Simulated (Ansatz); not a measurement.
Input for Ansatz (a program for electronic structure): R-CCSD(T)/aug-cc-pVDZ on CH7NO (a complex), monomers drawn apart or pushed together.

Ansatz 0.2 input:
```yaml
crystal:
  periodic: [false, false, false]
  atoms:
    - {symbol: N, position_ang: [0.02239654, -0.12360419, 0.07607623]}
    - {symbol: H, position_ang: [-0.34487830, -0.95889678, -0.36566199]}
    - {symbol: H, position_ang: [-0.35936962, 0.67723099, -0.41445862]}
    - {symbol: H, position_ang: [1.02652710, -0.11891398, -0.06257785]}
    - {symbol: C, position_ang: [0.17846097, 0.06404304, 5.22029836]}
    - {symbol: O, position_ang: [-0.97323532, -0.00542091, 4.40906248]}
    - {symbol: H, position_ang: [0.83509772, -0.80764168, 5.09419529]}
    - {symbol: H, position_ang: [-0.14737283, 0.08954035, 6.26108700]}
    - {symbol: H, position_ang: [0.77245152, 0.96861391, 5.03105080]}
    - {symbol: H, position_ang: [-0.68922136, -0.02795257, 3.47503376]}
basis:
  gaussian:
    orbitals: aug-cc-pVDZ
magnetization: {spin_polarized: false}
correlation: {method: ccsd_t, electrons: outside_noble_gas}
scf: {lower_state_search: off}
```

The head of its log:

```
WARN ansatz: RAYON_NUM_THREADS=1 ignored (pool sized by the plan → 1); use --threads N
Functional definition: HF
these checks for a lower state are left out or cut short: stability, starts, cluster_reference, orbital_swaps, neighbouring_geometries, increment
integrals: 0.28 GiB planned
1270 factors; integrals over basis functions are off by at most 9.9e-4 eV
mean field: 0.28 GiB planned
mean field evaluation 1: about -4656.6247 eV, gradient 4.3e1 eV
mean field evaluation 2: about -4656.6246 eV, gradient 4.3e1 eV
mean field evaluation 4: about -4660.4291 eV, gradient 3.1e0 eV
mean field evaluation 8: about -4660.4617 eV, gradient 3.0e-4 eV
mean field -4660.46172445 eV, -171.2688093993 hartree, gradient 2.8e-6 eV, S^2 0.000000; 0 other end points of the search recorded, 0 dependent functions left out
3 core orbitals not correlated
reference -4660.46172445 eV, -171.2688093993 hartree; 11, 11 occupied and 118, 118 virtual orbitals, 1270 factors
```

Q: Give the final energy of this run.

A: -171.8835 hartree (reference determinant -171.2688, T1 diagnostic 0.011).
